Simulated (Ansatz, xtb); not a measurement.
# CH4SbSe: where a starting geometry ends

The starting geometry of this gas-phase doublet was built from a drawn formula by distance geometry and a force field; its bonds are those of `[CH2]=[Sb][SeH2]`.

```json
{"atom": "C", "x (Å)": "-1.2542", "y (Å)": "0.5457", "z (Å)": "-1.5474"}
{"atom": "Sb", "x (Å)": "-0.1119", "y (Å)": "0.0368", "z (Å)": "-0.0718"}
{"atom": "Se", "x (Å)": "1.2838", "y (Å)": "1.8802", "z (Å)": "1.1464"}
{"atom": "H", "x (Å)": "-1.7700", "y (Å)": "-0.2473", "z (Å)": "-2.0658"}
{"atom": "H", "x (Å)": "-1.3321", "y (Å)": "1.5349", "z (Å)": "-1.8468"}
{"atom": "H", "x (Å)": "0.0391", "y (Å)": "2.7324", "z (Å)": "1.2064"}
{"atom": "H", "x (Å)": "1.6819", "y (Å)": "2.4526", "z (Å)": "-0.1754"}
```

Q: Predict what becomes of its bonds when it is optimised with r2SCAN-D4/def2-SVP.

A: It falls apart into CH2Sb + H2Se. Contacts that open: Sb2–Se3 (2.61 → 3.99 Å).

The energy falls by 1.68 eV over 26 steps:

```tsv
step	E − E(last) (eV)
1	1.683
4	0.609
7	0.194
9	0.027
12	0.016
15	0.003
18	0.001
20	0.000
23	0.000
26	0.000
```

Final geometry (Å):

```json
{"atom": "C", "x (Å)": "-1.4264", "y (Å)": "0.3756", "z (Å)": "-1.5750"}
{"atom": "Sb", "x (Å)": "-0.7502", "y (Å)": "-0.4589", "z (Å)": "0.1115"}
{"atom": "Se", "x (Å)": "1.7632", "y (Å)": "2.4253", "z (Å)": "1.2516"}
{"atom": "H", "x (Å)": "-0.9530", "y (Å)": "0.2037", "z (Å)": "-2.5504"}
{"atom": "H", "x (Å)": "-2.2914", "y (Å)": "1.0515", "z (Å)": "-1.5954"}
{"atom": "H", "x (Å)": "0.4322", "y (Å)": "3.0473", "z (Å)": "1.2154"}
{"atom": "H", "x (Å)": "1.7622", "y (Å)": "2.2909", "z (Å)": "-0.2121"}
```

From the same start GFN2-xTB reaches the same bonding as this run.

No frequencies were run, so the end isn't proven a minimum. Open shells are spin-unrestricted. Atoms past krypton carry core potentials, without spin–orbit terms. Run with Ansatz 0.2.0, 3.3 min on 2 threads of Arm Neoverse V1, on a shared host.
